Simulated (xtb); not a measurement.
MoO, quintet, at a GFN2-xTB geometry (such geometries of metal compounds can be far from the true shape). Base run: GFN2-xTB (xtb).

Input for xtb:
```
$ xtb mol.xyz --gfn 2 --uhf 4 --json

# file mol.xyz
2

Mo    -0.00000000    -0.00000000    -0.27431346
O      0.00000000     0.00000000     1.44014566
```

Each row names what was changed in the base input (with any setting that the change needs).

```tsv
change	ΔE vs base (kcal/mol)	dipole (D)	G_solv (kcal/mol)	SCF cycles
base	0.000	5.39	-	24
acc = 1000	0.001	5.38	-	16
acc = 0.0001	0.000	5.39	-	29
alpb = chcl3	-4.74	5.72	-5.54	17
etemp = 3000	-8.13	5.29	-	22
alpb = thf	-8.77	5.59	-9.07	21
file = coord	0.000	5.39	-	25
etemp = 1000	-1.93	5.38	-	21
gbsa = methanol	0.93	5.71	0.20	17
```

ALPB and GBSA are two models with their own fitted parameters for each solvent, which aren't always the measured dielectric constant.
